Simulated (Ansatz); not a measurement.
`C[SiH2]B(F)F` + `C[SeH]` → `C[SiH2][Se]C` + `FBF`  (cleavage of the Si–B bond)

Calculated with Ansatz (gas phase, PBE0-D4/def2-TZVP geometries, no zero-point term in ΔE). CBS: MP2 limit from def2 TZ/QZ plus the TZ coupled-cluster correction, frozen cores. This one scheme is used for every species. DFT in def2-TZVPP. For Se outer-core shells are correlated without core-valence functions, which leaves a few kJ/mol of doubt a bond. Scalar relativity is left out up to krypton. Each species was taken in one conformer, which may not be the lowest.

CCSD(T)/CBS gives -22.0 kcal/mol.

(1) Another level gave -20.6 kcal/mol. Which?
A. PBE0/def2-TZVPP
B. MP2/def2-TZVPP
C. r2SCAN-D4/def2-TZVPP
D. SCS-MP2/def2-TZVPP

Largest T1 diagnostic among the species: 0.013.

Results:

(1) C. r2SCAN-D4 -20.6, PBE0 -19.4, SCS-MP2/def2-TZVPP -22.7, MP2/def2-TZVPP -24.0 kcal/mol.

The D4 term adds −1.8 kcal/mol with B3LYP and −1.0 kcal/mol with PBE0; it sums over pairs of atoms, weighted by their polarisabilities, and B3LYP, whose exchange is more repulsive, gets the larger term. From PBE to PBE0 (25 % exact exchange), in def2-TZVPP and without D4, ΔE moves by −1.3 kcal/mol.

B3LYP here is the variant with VWN-RPA as its local correlation; programs differ in this.
